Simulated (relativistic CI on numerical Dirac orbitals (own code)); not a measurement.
## Energy levels of Os25+

Method of calculation: Dirac-Coulomb-Breit CI, KLI orbitals optimised for each configuration, model QED, unscaled Slater integrals (own radial code, finite nucleus).

CI space (outside the closed core [Ar] 3d10 4p6 4d10): 4s²4f⁵, 4s²4f⁴5s, 4s²4f³5s², 4s²4f⁴5p, 4s²4f³5s5p, 4s²4f³5p², 4s4f⁶, 4s²4f⁴6s. Levels of other configurations are missing.

The lowest level is 4s²4f⁵ ⁶H°5/2, with 69 % of that term; Hund's rules for 4s²4f⁵ give ⁶H° with J = 5/2, in agreement.

```
No.  Configuration  Term     J  E (cm⁻¹)   %  Next component (%)  Landé g  jj configuration (%)
  1         4s²4f⁵   ⁶H°   5/2       0.0  69              24 ⁴G°    0.404          4f5/2^5 (48)
  2         4s²4f⁵   ⁶H°   7/2   12318.4  82              15 ⁴G°    0.857    4f5/2^4 4f7/2 (65)
  3         4s²4f⁵   ⁶H°   9/2   23309.7  87               7 ⁴G°    1.065  4f5/2^3 4f7/2^2 (60)
  4         4s²4f⁵   ⁶F°   5/2   27783.2  49              19 ⁴F°    1.142    4f5/2^4 4f7/2 (42)
  5         4s²4f⁵   ⁶F°   3/2   28189.8  69              17 ⁴F°    0.966    4f5/2^4 4f7/2 (71)
  6         4s²4f⁵   ⁶F°   1/2   29571.8  83              15 ⁴D°   -0.541    4f5/2^4 4f7/2 (51)
  7         4s²4f⁵   ⁶H°  11/2   32579.2  84               8 ⁴I°    1.173  4f5/2^3 4f7/2^2 (47)
  8         4s²4f⁵   ⁶F°   7/2   38617.9  69              17 ⁴F°    1.323  4f5/2^3 4f7/2^2 (49)
  9         4s²4f⁵   ⁶H°  13/2   40191.8  73              18 ⁴I°    1.228  4f5/2^3 4f7/2^2 (41)
 10         4s²4f⁵   ⁶H°  15/2   44502.4  46              26 ⁴I°    1.200    4f5/2^4 4f7/2 (48)
 11         4s²4f⁵   ⁶F°   9/2   49234.8  77              10 ⁴F°    1.383  4f5/2^3 4f7/2^2 (44)
 12         4s²4f⁵   ⁶F°   5/2   55250.2  35              21 ⁴G°    0.925  4f5/2^3 4f7/2^2 (58)
 13         4s²4f⁵   ⁴M°  15/2   57934.0  48              22 ⁶H°    0.979  4f5/2^3 4f7/2^2 (45)
 14         4s²4f⁵   ⁶F°  11/2   59058.7  76              18 ⁴G°    1.399  4f5/2^3 4f7/2^2 (37)
 15         4s²4f⁵   ⁴F°   3/2   62440.5  75              19 ⁶F°    0.553  4f5/2^3 4f7/2^2 (71)
 16         4s²4f⁵   ⁴L°  13/2   66817.0  43              25 ⁴K°    0.936    4f5/2^4 4f7/2 (47)
 17         4s²4f⁵   ⁴I°   9/2   66840.3  69              18 ²H°    0.808  4f5/2^3 4f7/2^2 (51)
 18         4s²4f⁵   ⁴K°  11/2   67392.0  52              26 ⁴I°    0.895    4f5/2^4 4f7/2 (44)
 19         4s²4f⁵   ⁴G°   7/2   71479.0  48              15 ⁶F°    1.053  4f5/2^3 4f7/2^2 (51)
 20         4s²4f⁵   ⁴P°   5/2   72866.6  32              21 ⁶P°    1.379  4f5/2^3 4f7/2^2 (51)
 21         4s²4f⁵   ⁴M°  17/2   73374.3  68              16 ⁴L°    1.002  4f5/2^3 4f7/2^2 (93)
 22         4s²4f⁵   ²P°   1/2   80003.1  65              21 ⁴D°    0.423    4f5/2^4 4f7/2 (46)
 23         4s²4f⁵   ⁴L°  15/2   83141.6  32              31 ⁴K°    1.019  4f5/2^3 4f7/2^2 (62)
 24         4s²4f⁵   ⁴M°  19/2   83984.8  68              15 ⁴L°    1.062  4f5/2^3 4f7/2^2 (64)
 25         4s²4f⁵   ⁴G°   9/2   84074.2  54              26 ⁴H°    1.100  4f5/2^3 4f7/2^2 (74)
 26         4s²4f⁵   ⁶P°   3/2   84808.0  47              37 ⁴P°    1.936  4f5/2^3 4f7/2^2 (74)
 27         4s²4f⁵   ⁴F°   5/2   87364.7  60              24 ⁴G°    0.913  4f5/2^2 4f7/2^3 (54)
 28         4s²4f⁵   ⁴M°  21/2   89112.9  61              31 ²N°    1.096  4f5/2^3 4f7/2^2 (69)
 29         4s²4f⁵   ²K°  15/2   89400.7  26              23 ⁴L°    1.057  4f5/2^3 4f7/2^2 (58)
 30         4s²4f⁵   ⁴K°  13/2   89843.8  36              34 ⁴L°    0.940  4f5/2^3 4f7/2^2 (59)
 31         4s²4f⁵   ⁴H°  11/2   90657.5  38              22 ⁴G°    1.120  4f5/2^3 4f7/2^2 (52)
 32         4s²4f⁵   ⁴H°   7/2   91578.1  47              31 ²G°    0.812  4f5/2^3 4f7/2^2 (44)
 33         4s²4f⁵   ²G°   9/2   93066.5  25              20 ⁴I°    1.070    4f5/2^4 4f7/2 (45)
 34         4s²4f⁵   ⁴L°  17/2   93834.7  43              28 ²M°    1.032  4f5/2^3 4f7/2^2 (78)
 35         4s²4f⁵   ⁴I°  11/2   94301.5  48              33 ⁴K°    0.931  4f5/2^2 4f7/2^3 (63)
 36         4s²4f⁵   ⁴I°  13/2   95748.6  38              30 ²K°    1.024  4f5/2^3 4f7/2^2 (63)
 37         4s²4f⁵   ⁴D°   7/2   97662.4  46              26 ⁶P°    1.416  4f5/2^3 4f7/2^2 (49)
 38         4s²4f⁵   ⁴H°  13/2  100851.7  48              17 ⁴I°    1.134  4f5/2^3 4f7/2^2 (66)
 39         4s²4f⁵   ⁶P°   5/2  101046.3  41              17 ⁴D°    1.444  4f5/2^3 4f7/2^2 (50)
 40         4s²4f⁵   ⁴D°   3/2  103934.6  56              12 ⁶P°    1.329  4f5/2^2 4f7/2^3 (62)
 41         4s²4f⁵   ⁴F°   7/2  103962.1  47              14 ²G°    1.126  4f5/2^2 4f7/2^3 (48)
 42         4s²4f⁵   ⁴K°  17/2  104344.5  56              19 ⁴M°    1.098  4f5/2^2 4f7/2^3 (87)
 43         4s²4f⁵   ⁴H°   9/2  104742.8  38              21 ⁴G°    1.022  4f5/2^2 4f7/2^3 (51)
 44         4s²4f⁵   ⁴G°   7/2  105793.2  63              11 ⁴H°    1.009  4f5/2^3 4f7/2^2 (48)
 45         4s²4f⁵   ⁴G°   5/2  108350.7  79               9 ²F°    0.662  4f5/2^2 4f7/2^3 (52)
```

Energies count from the lowest computed level; ° marks odd parity. Filled j subshells are mostly left out of the jj labels.

The mean weight of the leading LS term, summed over parents, in these 45 levels is 56 %, and that of the leading jj configuration (from the same eigenvectors) 56 %.

At this charge energies of transitions that change n are usually good to better than 1 %, and those within a shell (Δn = 0) to a few per cent. Terms inside the open d or f shell come out 10 to 20 % too wide with unscaled integrals.

LS names give the leading component of a level, which can be under half, so a name can repeat, a term be missing and a line seem to break the LS rules.
